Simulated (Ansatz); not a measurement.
An input meant for the cluster Si4H7²⁻ (charge -2, doublet).

```yaml
crystal:
  periodic: [false, false, false]
  atoms:
    - {symbol: Si, position_ang: [1.282246, 0.271069, 0.703059]}
    - {symbol: Si, position_ang: [-1.981208, -0.488479, 0.287527]}
    - {symbol: Si, position_ang: [-0.612135, 1.466603, -0.063889]}
    - {symbol: Si, position_ang: [0.115926, -1.571066, -0.221701]}
    - {symbol: H, position_ang: [2.682563, 0.629236, 0.274915]}
    - {symbol: H, position_ang: [-2.637774, -0.576154, -1.095349]}
    - {symbol: H, position_ang: [-0.278561, 1.928327, -1.464513]}
    - {symbol: H, position_ang: [0.432539, -2.926171, 0.367244]}
    - {symbol: H, position_ang: [1.335280, 0.206823, 2.204623]}
    - {symbol: H, position_ang: [-0.928546, 2.754336, 0.660491]}
    - {symbol: H, position_ang: [0.589670, -1.694515, -1.652399]}
basis:
  gaussian: {orbitals: 6-31G}
total_charge: -2
magnetization: {spin_polarized: true, initial_magnetization: 1}
hamiltonian: {xc: {name: B3LYP-D3}}
scf: {omitted_lower_state_checks: [starts]}
output: {forces: true}
```

```sh
$ ansatz run in.yaml --threads 4 --pin off --events-out ev --progress --plain --max-ram 3916MiB
```

It prints (some lines left out):

```
Error: YAML parse error: error: line 19 column 19: hamiltonian.xc: no functional is named "B3LYP-D3"; the names, which are not case-sensitive, are SVWN5, SPW92, PBE, PBE0, PBEsol, revPBE, revPBE0, RPBE, rPW86-PBE, HSE06, wPBEh, LC-wPBE, HISS, HF, BLYP, B3LYP, B3LYP5, BHLYP, CAM-B3LYP, r2SCAN, r2SCANh, r2SCAN0, r2SCAN50, m-r2SCAN, B97, wB97, wB97X, wB97X-V, B97M-V, wB97M-V, B2PLYP, B2GP-PLYP, PBE0-DH, PBE-QIDH
17 | total_charge: -2
18 | magnetization: {spin_polarized: true, initial_magnetization: 1}
19 | hamiltonian: {xc: {name: B3LYP-D3}}
20 | scf: {omitted_lower_state_checks: [starts]}
21 | output: {forces: true}
```

In this input the method's name isn't one that the program takes here. The program refused the input.
